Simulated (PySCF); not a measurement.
Compound: CH4BrFGe.
Numbering: `[F:1][CH2:2][GeH2:3][Br:4]` (hydrogens: H5, H6 on C2; H7, H8 on Ge3)

Method used: PBE0-D3(BJ)/def2-SVP geometry optimisation, gas phase (PySCF).

Some entries are withheld. Bonds in one row agree within 0.01 Å.

```tsv
coordinate	value
F1–C2	1.375 Å
C2–Ge3	?
Ge3–Br4	?
C2–H5, C2–H6	1.103 Å
Ge3–H7, Ge3–H8	1.535 Å
F1–C2–Ge3	108.7°
F1–C2–H5	?
Ge3–C2–H5	110.1°
H5–C2–H6	108.3°
C2–Ge3–Br4	?
C2–Ge3–H7	112.1°
Br4–Ge3–H7	107.8°
H7–Ge3–H8	?
```

Task: Fill in the missing values.

Result: 
- C2–Ge3 = 1.966 Å, drawn single (ends: sp3 C–F carbon; germanium bonded to Br, C and 2 H); 0.01 Å above the sum of covalent radii, 1.96 Å.
- Ge3–Br4 = 2.314 Å, drawn single (ends: germanium bonded to Br, C and 2 H; bromine bonded to Ge); 0.09 Å below the sum of covalent radii, 2.40 Å.
- F1–C2–H5 = 109.9°, at the sp3 C–F carbon; the outer atoms are 2.034 Å apart.
- C2–Ge3–Br4 = 105.5°, at the germanium bonded to Br, C and 2 H; the outer atoms are 3.414 Å apart.
- H7–Ge3–H8 = 111.6°, at the germanium bonded to Br, C and 2 H; the outer atoms are 2.539 Å apart.

Radii are Cordero's, carbon taken as 0.76, 0.73 or 0.69 Å for four, three, and two or fewer neighbours.

Not checked by PBE0-D3(BJ)/def2-SVP frequencies. One conformer, not necessarily the lowest (F1–C2–Ge3–Br4 -177°).
